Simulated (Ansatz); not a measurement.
Li₂Si₄. Total charge 0; singlet. Geometry B3LYP-D4/def2-SVP; atoms count from 1.

```xyz
6

Li   -2.227   -0.038   -0.083
Li    1.432   -2.153    0.743
Si    0.624    1.885    0.599
Si    0.799   -0.647   -1.070
Si   -0.110   -0.227    1.171
Si   -0.518    1.180   -1.361
```

The restricted singlet is unstable towards broken spin symmetry in Hartree–Fock (as tested in another run); at PBE0-D4/def2-TZVP this wasn't settled. The structure comes from a short search, and lower isomers may exist.

Estimate the Mulliken populations from the PBE0/def2-TZVP orbitals of Ansatz.


```csv
atom,charge (e)
Li1,0.62
Li2,0.66
Si3,-0.03
Si4,-0.28
Si5,-0.63
Si6,-0.35
```
Mulliken values and Mayer orders depend strongly on the basis.

And the Mayer bond orders between bonded heavy atoms (over 0.3)?

Si3–Si5 1.21 (2.31 Å); Si3–Si6 1.04 (2.38 Å); Si4–Si5 1.00 (2.45 Å); Si4–Si6 1.23 (2.27 Å). Values over 0.3 also appear between atoms too far apart for a bond (Si3–Si4 0.46 at 3.04 Å; Si5–Si6 0.61 at 2.92 Å); they arise where an orbital or an unpaired electron spreads over both atoms.
